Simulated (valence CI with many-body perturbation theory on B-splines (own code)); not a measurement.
Results of a calculation; reference values are marked as such.
## Ru11+: input, log and results

The program does CI of the valence electrons with many-body perturbation theory for a frozen closed Dirac-Fock core.

Command, and the settings that its task file holds:

```sh
python run_cv.py task.json out
```

```
atom Ru  Z=44  mass_number=102  rms_radius_fm=4.4809
core [Ar] 3d10
valence 4s2 4p4
avg = 1
basis = S
breit = 1
cap = 10000
capref = 1200
cscale = 1
de = 0.0
dress = 0
eps = 2e-08
extrap = 1
h = 0.27
hh = 1
l2 = 3
lcore = 6
maxit = 60
n2 = 5
natural = 1
nlev = 20
nno = [3, 3, 3, 2, 1]
nroot = 26
nsp = [3, 3, 2, 1, 0]
pt2 = 1
qed = 1
rpa = 1
s1 = 1
s2 = 1
s3 = 1
screen = 1
tol = 2e-05
whole = 1
```

Task: What became of the run, and why?

Result: It gave no result: the electrons of core and valence do not add up to the charge. The program said: "core and valence hold 34 electrons, the ion has 33".
